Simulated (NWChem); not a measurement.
# Ionisation of HF₃OSi

```xyz
6

O     -1.5113     0.6084     0.0000
Si    -0.0026     0.0104     0.0000
F      0.2939    -0.8993    -1.2837
F      1.0118     1.2400     0.0000
F      0.2939    -0.8993     1.2837
H     -2.2701     0.0139     0.0000
```
Charge 0, spin multiplicity 1.

Everything below was run with NWChem. All single points use one geometry, from B3LYP/def2-SVP, a minimum by its harmonic frequencies.

Basis set: def2-TZVP. −ε marks an orbital energy of the parent.

B3LYP has NWChem's definition, with VWN1-RPA local correlation. The structure started from a generated list of species.

Problem. Order these methods by the first vertical ionisation energy they give, lowest first: −ε(HOMO) of PBE, −ε(HOMO) of HF, −ε(HOMO) of B3LYP, G0W0@PBE, G0W0@LDA (SVWN5).

Solution. −ε(HOMO) of PBE (8.83 eV), −ε(HOMO) of B3LYP (10.43 eV), G0W0@PBE (12.88 eV), G0W0@LDA (SVWN5) (13.00 eV), −ε(HOMO) of HF (15.50 eV)
